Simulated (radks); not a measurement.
Spherical quantum dot in the effective-mass picture: electrons in a well V = -V0 / (1 + exp((r - R)/a)) with V0 = 31.6, R = 2.13, a = 0.11, all in effective atomic units (hartree* = m*/eps^2 hartree, bohr* = eps/m* bohr), one dielectric constant everywhere. Method: non-relativistic Kohn-Sham, PBEsol, spin-polarised, spherical densities; computed with a radial shooting solver with Libxc functionals. Levels are named by radial order and angular momentum (1s, 1p, 1d, 2s, ...), and open shells are averaged over m. Results are scaled to m* = 0.041 and eps = 13.7, for which hartree* = 5.944 meV and bohr* = 17.68 nm.

N = 7, configuration 1s2 1p(up 3, down 2). This is the lowest configuration that the search found. Occupied and some empty levels:

level    occupation  eigenvalue (meV)  <r> (nm)
1s up             1           -154.57     20.75
1s down           1           -154.29     20.72
1p up             3           -149.05     23.37
1p down           2           -148.75     23.36
1d up             0           -141.31     25.13
1d down           0           -141.00     25.14
2s up             0           -134.68     18.49
2s down           0           -134.48     18.49
1f up             0           -131.68     26.47
1f down           0           -131.38     26.48

Energy (meV): total -1149.01, kinetic 69.996, external -1298.5, Hartree 102.49, exchange-correlation -23.028.
